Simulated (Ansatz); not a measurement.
The cluster AgCl2⁻ (the lowest singlet isomer of a short search). Total charge -1; singlet. Geometry PBE0-D4/def2-TZVPD, basis def2-TZVPD, Ansatz.

```xyz
3

Ag    0.0001    0.0001    0.0001
Cl    1.3281   -1.4929    1.2103
Cl   -1.3282    1.4928   -1.2103
```

```csv
run,HOMO (eV),LUMO (eV)
A,-3.16,3.51
B,-2.97,3.26
C,-6.16,4.79
D,-1.85,2.98
E,-5.34,4.60
F,-1.95,2.66
```

In the def2 sets Ag takes a core potential; there is no spin–orbit coupling. The structure comes from a short search, and lower isomers may exist.

The runs used B97M-V, HF, PBE0, r2SCAN, r2SCAN0, ωB97X-V. Estimate which is which.

A r2SCAN0 (25 % exact exchange); B PBE0 (25 % exact exchange); C HF (100 % exact exchange); D r2SCAN (0 % exact exchange); E ωB97X-V (range-separated); F B97M-V (0 % exact exchange). Exact exchange lowers occupied and raises empty levels; among semilocal functionals meta-GGAs tend to open the gap a little, and such runs are hard to tell apart. The gap grows from 4.62 eV (B97M-V) to 10.95 eV (HF).
